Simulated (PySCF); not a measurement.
C2H6Mg, singlet, geometry from GFN2-xTB (such geometries of metal compounds can be far from the true shape); PBE0/def2-SVP run with PySCF.

PySCF was given this input:
```python
from pyscf import gto, scf, dft

mol = gto.M(
    atom='''
Mg   -0.018199    0.669892    0.108341
C     1.435421   -0.143208   -1.211601
H     1.867308   -1.007684   -0.700534
H     2.253353    0.501908   -1.531633
H     0.928481   -0.511458   -2.106911
C    -1.415249   -0.594346    1.091739
H    -1.513737   -1.468458    0.442555
H    -2.412453   -0.188554    1.263506
H    -1.025595   -0.939138    2.052101
''',
    basis='def2-svp',
    charge=0,
    spin=0,
    verbose=5,
)

mf = dft.RKS(mol)
mf.xc = 'pbe0'
mf.kernel()
mf.analyze()
```

What the program printed (banner, timings and long lists left out):

```
PySCF version 2.14.0

[INPUT] verbose = 5
[INPUT] max_memory = 4000
[INPUT] num. atoms = 9
[INPUT] num. electrons = 30
[INPUT] charge = 0
[INPUT] spin (= nelec alpha-beta = 2S) = 0
[INPUT] symmetry False subgroup None
[INPUT] Mole.unit = angstrom
[INPUT] Symbol           X                Y                Z      unit          X                Y                Z       unit  Magmom
[...]
[INPUT] ---------------- BASIS SET ----------------
[INPUT] l, kappa, [nprim/nctr], expnt,             c_1 c_2 ...
[INPUT] Mg
[...]
                                745.18044154      -0.043124761082
                                169.21604972      -0.19268216987
                                47.300672019      -0.48641439116
                                14.461336973      -0.42550894077
[...]
                                2.4940945349      -0.55165058128
                                0.87807584533     -0.53443294833
[...]
                                22.586932277      -0.095495750787
                                6.8391509842      -0.30787672651
                                2.2332843818      -0.49936292886
                                0.71606599387     -0.31503476213
[...]
[INPUT] C
[...]
                                186.29004992      0.040638409211
                                42.251176346      0.18025593888
                                11.676557932      0.46315121755
                                3.5930506482      0.44087173314
[...]
                                2.0103545142      0.21117025112
                                0.54771004707     0.51328172114
[...]
[INPUT] H
[...]
                                1.9622572         0.13796524
                                0.44453796        0.47831935
[...]
nuclear repulsion = 80.0438187383107
number of shells = 38
number of NR pGTOs = 126
number of NR cGTOs = 76
basis = def2-svp
ecp = {}

******** <class 'pyscf.dft.rks.RKS'> ********
method = RKS
initial guess = minao
damping factor = 0
level_shift factor = 0
DIIS = <class 'pyscf.scf.diis.CDIIS'>
diis_start_cycle = 1
diis_space = 8
diis_damp = 0
SCF conv_tol = 1e-09
SCF conv_tol_grad = None
SCF max_cycles = 50
direct_scf = True
direct_scf_tol = 1e-13
XC library pyscf.dft.libxc version 7.1.2
    S. Lehtola, C. Steigemann, M. J. T. Oliveira, and M. A. L. Marques,  SoftwareX 7, 1–5 (2018)
XC functionals = pbe0
    C. Adamo and V. Barone,  J. Chem. Phys. 110, 6158 (1999)
    M. Ernzerhof and G. E. Scuseria,  J. Chem. Phys. 110, 5029 (1999)
[...]
converged SCF energy = -279.521408879786
Total Energy =                        -279.521408879785952
[...]
8 H 2py         -0.13405  -0.12212   0.09570  -0.08285  -0.10214
8 H 2pz          0.33114   0.31108  -0.23131   0.26939   0.24369
               #76
0 Mg 1s         -0.00000
0 Mg 2s          0.00001
0 Mg 3s         -0.00000
0 Mg 4s          0.00124
0 Mg 2px        -0.00011
0 Mg 2py        -0.00000
0 Mg 2pz         0.00012
0 Mg 3px         0.02564
0 Mg 3py         0.00495
0 Mg 3pz         0.00705
0 Mg 4px        -0.01045
0 Mg 4py        -0.00246
0 Mg 4pz        -0.00460
0 Mg 3dxy       -0.00609
0 Mg 3dyz       -0.01822
0 Mg 3dz^2       0.00016
0 Mg 3dxz       -0.00100
0 Mg 3dx2-y2     0.00252
1 C 1s           0.00008
1 C 2s          -0.00103
1 C 3s           0.00315
1 C 2px         -0.02917
1 C 2py         -0.03568
1 C 2pz         -0.00089
1 C 3px         -0.02070
1 C 3py         -0.01984
1 C 3pz          0.00201
1 C 3dxy        -0.29768
1 C 3dyz         0.13278
1 C 3dz^2        0.22624
1 C 3dxz         0.34171
1 C 3dx2-y2     -0.10969
2 H 1s          -0.01586
2 H 2s           0.02149
2 H 2px          0.07657
2 H 2py         -0.10161
2 H 2pz          0.06877
3 H 1s           0.04338
3 H 2s          -0.05429
3 H 2px         -0.29921
3 H 2py         -0.23846
3 H 2pz          0.12169
4 H 1s          -0.02610
4 H 2s           0.03309
4 H 2px         -0.10368
4 H 2py         -0.06598
4 H 2pz         -0.20616
5 C 1s          -0.00008
5 C 2s           0.00119
5 C 3s          -0.00186
5 C 2px         -0.03348
5 C 2py          0.02577
5 C 2pz         -0.00519
5 C 3px         -0.02307
5 C 3py          0.01123
5 C 3pz         -0.00066
5 C 3dxy        -0.17291
5 C 3dyz         0.03232
5 C 3dz^2       -0.30322
5 C 3dxz        -0.21956
5 C 3dx2-y2      0.27658
6 H 1s           0.01418
6 H 2s          -0.02177
6 H 2px          0.02981
6 H 2py          0.09532
6 H 2pz          0.07893
7 H 1s          -0.04014
7 H 2s           0.05003
7 H 2px         -0.33994
7 H 2py          0.13944
7 H 2pz          0.06288
8 H 1s           0.02449
8 H 2s          -0.03088
8 H 2px         -0.06810
8 H 2py          0.06204
8 H 2pz         -0.20610
 ** Mulliken pop on meta-lowdin orthogonal AOs  **
 ** Mulliken pop  **
 ** Mulliken atomic charges  **
charge of    0Mg =      1.14993
charge of    1C =     -0.85296
charge of    2H =      0.09331
charge of    3H =      0.09205
charge of    4H =      0.09261
charge of    5C =     -0.85340
charge of    6H =      0.09402
charge of    7H =      0.09213
charge of    8H =      0.09232
Dipole moment(X, Y, Z, Debye): -0.08563,  3.04849,  0.49813
```
